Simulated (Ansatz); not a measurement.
## Molecular dynamics of CH₅ClSn

The input (input.yaml):

```yaml
crystal:
  periodic: [false, false, false]
  atoms:
    - { symbol: Sn, position_ang: [-0.06563, -0.011047, 0.012434] }
    - { symbol: C, position_ang: [0.005009, -0.002643, 2.159097] }
    - { symbol: H, position_ang: [-1.001917, -0.095091, 2.568075] }
    - { symbol: H, position_ang: [0.609376, -0.837218, 2.513163] }
    - { symbol: H, position_ang: [0.446875, 0.928608, 2.512186] }
    - { symbol: Cl, position_ang: [2.178648, 0.134058, -0.743761] }
    - { symbol: H, position_ang: [-0.861412, 1.348918, -0.638251] }
    - { symbol: H, position_ang: [-0.677348, -1.465587, -0.632741] }
basis:
  gaussian: { orbitals: def2-SVP }
hamiltonian:
  xc: hf
md:
  timestep: 0.5
  n_steps: 250
  ensemble: nve
  temperature: 300.0
  initial_velocities: maxwell_boltzmann
  seed: 194023
```

Command:

```bash
$ ansatz run input.yaml --threads 1 --pin off --max-ram 2048MiB --backend cpu --events-out ev --progress --plain --runs-dir out
```

It starts from a relaxed structure.

Output, in part (one step line in 9, the closing report, with atoms numbered from 0):

```
md step     0: t =     0.00 fs  T =   300.0 K  F+E_penalty+E_count = -19414.79780318 eV  E_kin = 0.232668 eV  conserved = -19414.56513518 eV  (33 SCF iters)
md step     9: t =     4.50 fs  T =   182.6 K  F+E_penalty+E_count = -19414.70622383 eV  E_kin = 0.141583 eV  conserved = -19414.56464104 eV  (26 SCF iters)
md step    18: t =     9.00 fs  T =   156.5 K  F+E_penalty+E_count = -19414.68612099 eV  E_kin = 0.121382 eV  conserved = -19414.56473918 eV  (24 SCF iters)
md step    27: t =    13.50 fs  T =    91.4 K  F+E_penalty+E_count = -19414.63527623 eV  E_kin = 0.070876 eV  conserved = -19414.56440036 eV  (25 SCF iters)
md step    36: t =    18.00 fs  T =    93.5 K  F+E_penalty+E_count = -19414.63682717 eV  E_kin = 0.072482 eV  conserved = -19414.56434540 eV  (25 SCF iters)
md step    45: t =    22.50 fs  T =   163.8 K  F+E_penalty+E_count = -19414.69164458 eV  E_kin = 0.127039 eV  conserved = -19414.56460579 eV  (25 SCF iters)
md step    54: t =    27.00 fs  T =   156.3 K  F+E_penalty+E_count = -19414.68598041 eV  E_kin = 0.121246 eV  conserved = -19414.56473420 eV  (25 SCF iters)
md step    63: t =    31.50 fs  T =   166.5 K  F+E_penalty+E_count = -19414.69405203 eV  E_kin = 0.129153 eV  conserved = -19414.56489871 eV  (26 SCF iters)
md step    72: t =    36.00 fs  T =   139.6 K  F+E_penalty+E_count = -19414.67308383 eV  E_kin = 0.108280 eV  conserved = -19414.56480402 eV  (25 SCF iters)
md step    81: t =    40.50 fs  T =   153.0 K  F+E_penalty+E_count = -19414.68354457 eV  E_kin = 0.118679 eV  conserved = -19414.56486563 eV  (26 SCF iters)
md step    90: t =    45.00 fs  T =   140.2 K  F+E_penalty+E_count = -19414.67326401 eV  E_kin = 0.108703 eV  conserved = -19414.56456056 eV  (24 SCF iters)
md step    99: t =    49.50 fs  T =   163.4 K  F+E_penalty+E_count = -19414.69131323 eV  E_kin = 0.126716 eV  conserved = -19414.56459739 eV  (26 SCF iters)
md step   108: t =    54.00 fs  T =   160.2 K  F+E_penalty+E_count = -19414.68879150 eV  E_kin = 0.124218 eV  conserved = -19414.56457373 eV  (25 SCF iters)
md step   117: t =    58.50 fs  T =   145.0 K  F+E_penalty+E_count = -19414.67707604 eV  E_kin = 0.112457 eV  conserved = -19414.56461896 eV  (26 SCF iters)
md step   126: t =    63.00 fs  T =   153.4 K  F+E_penalty+E_count = -19414.68372949 eV  E_kin = 0.118976 eV  conserved = -19414.56475326 eV  (26 SCF iters)
md step   135: t =    67.50 fs  T =   104.9 K  F+E_penalty+E_count = -19414.64609407 eV  E_kin = 0.081382 eV  conserved = -19414.56471174 eV  (35 SCF iters)
md step   144: t =    72.00 fs  T =   103.8 K  F+E_penalty+E_count = -19414.64515503 eV  E_kin = 0.080501 eV  conserved = -19414.56465369 eV  (25 SCF iters)
md step   153: t =    76.50 fs  T =   134.1 K  F+E_penalty+E_count = -19414.66865381 eV  E_kin = 0.103985 eV  conserved = -19414.56466898 eV  (26 SCF iters)
md step   162: t =    81.00 fs  T =   130.0 K  F+E_penalty+E_count = -19414.66548080 eV  E_kin = 0.100833 eV  conserved = -19414.56464778 eV  (26 SCF iters)
md step   171: t =    85.50 fs  T =   189.6 K  F+E_penalty+E_count = -19414.71180125 eV  E_kin = 0.147045 eV  conserved = -19414.56475598 eV  (25 SCF iters)
md step   180: t =    90.00 fs  T =   193.5 K  F+E_penalty+E_count = -19414.71491431 eV  E_kin = 0.150078 eV  conserved = -19414.56483588 eV  (33 SCF iters)
md step   189: t =    94.50 fs  T =   189.2 K  F+E_penalty+E_count = -19414.71148793 eV  E_kin = 0.146702 eV  conserved = -19414.56478600 eV  (26 SCF iters)
md step   198: t =    99.00 fs  T =   189.2 K  F+E_penalty+E_count = -19414.71148995 eV  E_kin = 0.146704 eV  conserved = -19414.56478563 eV  (26 SCF iters)
md step   207: t =   103.50 fs  T =    80.5 K  F+E_penalty+E_count = -19414.62681722 eV  E_kin = 0.062431 eV  conserved = -19414.56438606 eV  (25 SCF iters)
md step   216: t =   108.00 fs  T =    94.2 K  F+E_penalty+E_count = -19414.63756977 eV  E_kin = 0.073033 eV  conserved = -19414.56453700 eV  (25 SCF iters)
md step   225: t =   112.50 fs  T =    90.2 K  F+E_penalty+E_count = -19414.63442223 eV  E_kin = 0.069952 eV  conserved = -19414.56447032 eV  (24 SCF iters)
md step   234: t =   117.00 fs  T =   155.8 K  F+E_penalty+E_count = -19414.68550285 eV  E_kin = 0.120829 eV  conserved = -19414.56467415 eV  (26 SCF iters)
md step   243: t =   121.50 fs  T =   218.0 K  F+E_penalty+E_count = -19414.73406128 eV  E_kin = 0.169059 eV  conserved = -19414.56500246 eV  (26 SCF iters)
md step   250: t =   125.00 fs  T =   182.6 K  F+E_penalty+E_count = -19414.70632632 eV  E_kin = 0.141587 eV  conserved = -19414.56473909 eV  (34 SCF iters)
Total energy: -19414.70632632 eV, -713.4772977315 hartree
Atom 0 at    -0.079094    -0.016103     0.017889 Å, force     1.156889    -0.019208    -0.305919 eV/Å
Atom 1 at     0.010837    -0.001314     2.135169 Å, force     0.535160    -0.179988     0.335976 eV/Å
Atom 2 at    -0.956974     0.313899     2.485835 Å, force    -0.552309    -0.275547     0.428290 eV/Å
Atom 3 at     0.347121    -0.954720     2.559500 Å, force    -0.527719     0.046633    -0.179192 eV/Å
Atom 4 at     0.712662     0.726996     2.509553 Å, force     0.372130     0.476175    -0.158013 eV/Å
Atom 5 at     2.219781     0.149104    -0.753882 Å, force    -0.667570    -0.013749     0.181241 eV/Å
Atom 6 at    -0.887768     1.313585    -0.617424 Å, force    -0.148110     0.289785    -0.140344 eV/Å
Atom 7 at    -0.629877    -1.469656    -0.616348 Å, force    -0.168471    -0.324103    -0.162038 eV/Å
Dipole moment:    -0.662681    -0.030410     0.391912 e Å
```

The run went to its last step. The conserved energy stayed within 0.11 meV per atom of its start (net change 0.049 meV per atom), so the integration is sound. Over the second half the temperature averaged 0.48 of the 300 K drawn at the start: a run that starts near a minimum puts about half its kinetic energy into the potential. A run of 0.12 ps of so small a system gives no equilibrium averages.

The same pairs are bonded in the first frame and the last. Pairs count as bonded within 1.25 times the sum of covalent radii (0.12 Å more for H–H).

Last frame:

```xyz
8
Properties=species:S:1:pos:R:3
Sn -0.079 -0.016 0.018
C 0.011 -0.001 2.135
H -0.957 0.314 2.486
H 0.347 -0.955 2.559
H 0.713 0.727 2.510
Cl 2.220 0.149 -0.754
H -0.888 1.314 -0.617
H -0.630 -1.470 -0.616
```

Time of the run: 4.8 min on 1 thread of Intel(R) Xeon(R) 6975P-C (Granite Rapids), with other jobs on the host, peak memory 0.17 GiB.
